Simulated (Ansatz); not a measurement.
A run for Ansatz (a quantum-chemistry and plane-wave program): R-CCSD(T)/aug-cc-pVTZ on N2 (SMILES N#N) with ghost functions.

Ansatz 0.2 input:
```yaml
crystal:
  periodic: [false, false, false]
  atoms:
    - {symbol: N, position_ang: [-0.14951255, 0.12532483, -0.21558440]}
    - {symbol: N, position_ang: [0.21958874, -0.61510117, -0.92604463]}
basis:
  gaussian:
    orbitals: aug-cc-pVTZ
    ghost_atoms:
      - {symbol: C, position_ang: [-0.10657752, 1.24648874, 3.19253567]}
      - {symbol: C, position_ang: [0.70531042, 0.05945464, 2.98030236]}
      - {symbol: N, position_ang: [1.34495551, -0.87901294, 2.80358651]}
      - {symbol: H, position_ang: [0.51382760, 2.06666849, 3.55440597]}
      - {symbol: H, position_ang: [-0.57563707, 1.54459034, 2.25480776]}
      - {symbol: H, position_ang: [-0.88457378, 1.04336081, 3.92876337]}
magnetization: {spin_polarized: false}
correlation: {method: ccsd_t, electrons: outside_noble_gas}
scf: {lower_state_search: off}
```

**Question.** Predict the final total energy.

**Answer.** -109.3807 hartree (reference determinant -108.9861, T1 diagnostic 0.013).

**Question.** How many basis functions does it have, and what does it roughly cost on one machine?

**Answer.** 299 functions; around 22 core-minutes (rough).
